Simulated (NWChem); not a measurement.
All runs are NWChem calculations. System: boron monoxide dimer (B$_{2}$O$_{2}$), charge 0, spin multiplicity 1, at a geometry optimised with B3LYP/def2-SVP. Level: B3LYP/aug-pcseg-1, VWN1-RPA local correlation.

The NWChem input:

```
start mol
memory heap 200 mb stack 900 mb global 1100 mb
geometry units angstroms nocenter noautoz
  O      0.000000     0.000000    -2.025303
  B      0.000000     0.000000    -0.824590
  B      0.000000     0.000000     0.824590
  O      0.000000     0.000000     2.025303
  symmetry group D2h
end
basis spherical
  * library aug-pcseg-1
end
dft
  xc b3lyp
  semidirect memsize 60000000 filesize 0
  iterations 100
end
task dft energy
```

Part of the output:

```
             Northwest Computational Chemistry Package (NWChem) 7.3.0
             --------------------------------------------------------

                                NWChem Input Module
                                -------------------

 Scaling coordinates for geometry "geometry" by  1.889725989
 (inverse scale =  0.529177249)

 Turning off AUTOSYM since
 SYMMETRY directive was detected!

                             Geometry "geometry" -> ""
                             -------------------------

 Output coordinates in angstroms (scale by  1.889725989 to convert to a.u.)

  No.       Tag          Charge          X              Y              Z
 ---- ---------------- ---------- -------------- -------------- --------------
    1 O                    8.0000     0.00000000     0.00000000    -2.02530300
    2 B                    5.0000     0.00000000     0.00000000    -0.82459000
    3 B                    5.0000     0.00000000     0.00000000     0.82459000
    4 O                    8.0000     0.00000000     0.00000000     2.02530300

 Effective nuclear repulsion energy (a.u.)      66.4950701259

            Nuclear Dipole moment (a.u.)
            ----------------------------
        X                 Y               Z
 ---------------- ---------------- ----------------
     0.0000000000     0.0000000000    -0.0000000000

      Symmetry information
      --------------------

 Group name             D2h
 Group number             26
 Group order               8
 No. of unique centers     2

      Symmetry unique atoms

     1    2


 Summary of "ao basis" -> "" (spherical)
 ------------------------------------------------------------------------------
       Tag                 Description            Shells   Functions and Types
 ---------------- ------------------------------  ------  ---------------------
 *                        aug-pcseg-1                 on all atoms

                                 NWChem DFT Module
                                 -----------------

 Summary of "ao basis" -> "ao basis" (spherical)
 ------------------------------------------------------------------------------
       Tag                 Description            Shells   Functions and Types
 ---------------- ------------------------------  ------  ---------------------
 O                        aug-pcseg-1                9       23   4s3p2d
 B                        aug-pcseg-1                9       23   4s3p2d

 Summary of "ao basis" -> "ao basis" (spherical)
 ------------------------------------------------------------------------------
       Tag                 Description            Shells   Functions and Types
 ---------------- ------------------------------  ------  ---------------------
 O                        aug-pcseg-1                9       23   4s3p2d
 B                        aug-pcseg-1                9       23   4s3p2d

      Symmetry analysis of basis
      --------------------------

        ag         22
        au          4
        b1g         4
        b1u        22
        b2g        10
        b2u        10
        b3g        10
        b3u        10

            General Information
            -------------------
          SCF calculation type: DFT
          Wavefunction type:  closed shell.
          No. of atoms     :     4
          No. of electrons :    26
           Alpha electrons :    13
            Beta electrons :    13
          Charge           :     0
          Spin multiplicity:     1
          Use of symmetry is: on ; symmetry adaption is: on
[...]
  Symmetry fudging
 d= 0,ls=0.0,diis     7   -200.2174967097 -7.92D-08  2.95D-06  1.87D-08     0.6

         Total DFT energy =     -200.217496709661
      One electron energy =     -404.417809874570
           Coulomb energy =      162.968864140399
    Exchange-Corr. energy =      -25.263621101406
 Nuclear repulsion energy =       66.495070125916

 Numeric. integr. density =       26.000002482030

     Total iterative time =      0.5s

                  Occupations of the irreducible representations
                  ----------------------------------------------

                     irrep           alpha         beta
                     --------     --------     --------
                     ag                5.0          5.0
                     au                0.0          0.0
                     b1g               0.0          0.0
                     b1u               4.0          4.0
                     b2g               1.0          1.0
                     b2u               1.0          1.0
                     b3g               1.0          1.0
                     b3u               1.0          1.0

                       DFT Final Molecular Orbital Analysis
                       ------------------------------------

 Vector   11  Occ=2.000000D+00  E=-4.151115D-01  Symmetry=b2u
              MO Center=  2.4D-31, -5.1D-16, -7.2D-17, r^2= 3.8D+00
   Bfn.  Coefficient  Atom+Function         Bfn.  Coefficient  Atom+Function
  ----- ------------  ---------------      ----- ------------  ---------------
     6      0.385968  1 O  py                75      0.385968  4 O  py
    29      0.244558  2 B  py                52      0.244558  3 B  py
     9      0.238828  1 O  py                78      0.238828  4 O  py
    12      0.045011  1 O  py                81      0.045011  4 O  py
    32      0.027459  2 B  py                55      0.027459  3 B  py

 Vector   12  Occ=2.000000D+00  E=-3.946599D-01  Symmetry=b2g
              MO Center=  1.9D-17, -7.7D-32,  2.7D-16, r^2= 4.1D+00
   Bfn.  Coefficient  Atom+Function         Bfn.  Coefficient  Atom+Function
  ----- ------------  ---------------      ----- ------------  ---------------
     5      0.422100  1 O  px                74     -0.422100  4 O  px
     8      0.271540  1 O  px                77     -0.271540  4 O  px
    28      0.195977  2 B  px                51     -0.195977  3 B  px
    45      0.075000  2 B  d  1              68      0.075000  3 B  d  1
    31     -0.039422  2 B  px                54      0.039422  3 B  px

 Vector   13  Occ=2.000000D+00  E=-3.946599D-01  Symmetry=b3g
              MO Center=  5.3D-32,  1.9D-17,  8.6D-17, r^2= 4.1D+00
   Bfn.  Coefficient  Atom+Function         Bfn.  Coefficient  Atom+Function
  ----- ------------  ---------------      ----- ------------  ---------------
     6      0.422100  1 O  py                75     -0.422100  4 O  py
     9      0.271540  1 O  py                78     -0.271540  4 O  py
    29      0.195977  2 B  py                52     -0.195977  3 B  py
    43     -0.075000  2 B  d -1              66     -0.075000  3 B  d -1
    32     -0.039422  2 B  py                55      0.039422  3 B  py

 Vector   14  Occ=0.000000D+00  E=-9.796894D-02  Symmetry=b2u
              MO Center=  2.0D-31, -6.2D-16,  3.3D-18, r^2= 3.2D+00
   Bfn.  Coefficient  Atom+Function         Bfn.  Coefficient  Atom+Function
  ----- ------------  ---------------      ----- ------------  ---------------
    32      0.421823  2 B  py                55      0.421823  3 B  py
    29      0.354143  2 B  py                52      0.354143  3 B  py
     6     -0.281765  1 O  py                75     -0.281765  4 O  py
     9     -0.270216  1 O  py                78     -0.270216  4 O  py
    12     -0.220753  1 O  py                81     -0.220753  4 O  py

 Vector   15  Occ=0.000000D+00  E=-9.796894D-02  Symmetry=b3u
              MO Center=  1.0D-15, -3.5D-31,  2.1D-17, r^2= 3.2D+00
   Bfn.  Coefficient  Atom+Function         Bfn.  Coefficient  Atom+Function
  ----- ------------  ---------------      ----- ------------  ---------------
    31      0.421823  2 B  px                54      0.421823  3 B  px
    28      0.354143  2 B  px                51      0.354143  3 B  px
     5     -0.281765  1 O  px                74     -0.281765  4 O  px
     8     -0.270216  1 O  px                77     -0.270216  4 O  px
    11     -0.220753  1 O  px                80     -0.220753  4 O  px

 Vector   16  Occ=0.000000D+00  E=-9.564686D-03  Symmetry=ag
              MO Center=  2.6D-32, -4.7D-32,  6.3D-16, r^2= 1.2D+01
   Bfn.  Coefficient  Atom+Function         Bfn.  Coefficient  Atom+Function
  ----- ------------  ---------------      ----- ------------  ---------------
    27      1.107730  2 B  s                 50      1.107730  3 B  s
     4     -0.696372  1 O  s                 73     -0.696372  4 O  s
    44      0.289435  2 B  d  0              67      0.289435  3 B  d  0
    26     -0.226142  2 B  s                 49     -0.226142  3 B  s
    13      0.174274  1 O  pz                82     -0.174274  4 O  pz

 center of mass
 --------------
 x =   0.00000000 y =   0.00000000 z =  -0.00000000

 moments of inertia (a.u.)
 ------------------
         522.050485765035           0.000000000000           0.000000000000
           0.000000000000         522.050485765035           0.000000000000
           0.000000000000           0.000000000000           0.000000000000

     Multipole analysis of the density
     ---------------------------------

     L   x y z        total         alpha         beta         nuclear
     -   - - -        -----         -----         ----         -------
     0   0 0 0     -0.000000    -13.000000    -13.000000     26.000000

     1   1 0 0     -0.000000     -0.000000     -0.000000      0.000000
     1   0 1 0     -0.000000     -0.000000     -0.000000      0.000000
     1   0 0 1      0.000000      0.000000      0.000000     -0.000000

     2   2 0 0    -14.958092     -7.479046     -7.479046      0.000000
     2   1 1 0     -0.000000     -0.000000     -0.000000      0.000000
     2   1 0 1     -0.000000     -0.000000     -0.000000      0.000000
     2   0 2 0    -14.958092     -7.479046     -7.479046      0.000000
     2   0 1 1     -0.000000     -0.000000     -0.000000      0.000000
     2   0 0 2    -25.286889   -141.967972   -141.967972    258.649055

 Task  times  cpu:        0.6s     wall:        0.6s

 Total times  cpu:        0.6s     wall:        0.6s
```
